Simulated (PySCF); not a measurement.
## Two probes of the same atoms: core binding energy and nuclear shielding

Compound: C7H8S.
Bonds: C1–C2 (double), C2–C3, C3–C4, C4–C5 (aromatic), C5–C6 (aromatic), C6–C7 (aromatic), C7–S8 (aromatic), C4–S8 (aromatic). Hydrogens: H9, H10 on C1; H11 on C2; H12, H13 on C3; H14 on C5; H15 on C6; H16 on C7.

Binding energies: delta-SCF UKS SCAN, pcX-2 on the ionised atom, pcseg-1 elsewhere, spin-free X2C in PySCF. Shieldings: GIAO B3LYP/pcSseg-1, non-relativistic, same geometry.

| atom | isotropic shielding (ppm) |
| --- | --- |
| C1 | 59.7 |
| C2 | 29.5 |
| C3 | 140.2 |
| C4 | 26.7 |
| C5 | 47.8 |
| C6 | 46.2 |
| C7 | 48.0 |

Question: What are the C 1s binding energies of these atoms?

Answer: 
```csv
atom,environment,C 1s (eV),isotropic shielding (ppm)
C5,aromatic CH carbon,290.03,47.8
C1,terminal =CH2 carbon,290.07,59.7
C6,aromatic CH carbon,290.20,46.2
C7,aromatic CH next to a ring sulfur,290.40,48.0
C2,alkene CH carbon,290.49,29.5
C4,substituted aromatic carbon,290.57,26.7
C3,benzylic-type carbon,291.07,140.2
```

Question: Among the listed atoms, is the one with the highest binding energy also the least shielded?

Answer: No. The highest binding energy is at C3 (291.07 eV, shielding 140.2 ppm), the lowest shielding at C4 (26.7 ppm, 290.57 eV).

Over these 7 sites the two quantities correlate at r = 0.63. By binding energy: C5 ≈ C1 < C6 < C7 < C2 < C4 < C3. By shielding: C4 < C2 < C6 < C5 ≈ C7 < C1 < C3.

Geometry: PBE0-D3(BJ)/def2-SVP, one conformer, isolated molecule.

The values belong to the conformer `[CH2:1]=[CH:2][CH2:3][c:4]1[cH:5][cH:6][cH:7][s:8]1`: C1–C2–C3–C4 -121°, C2–C3–C4–C5 77°.
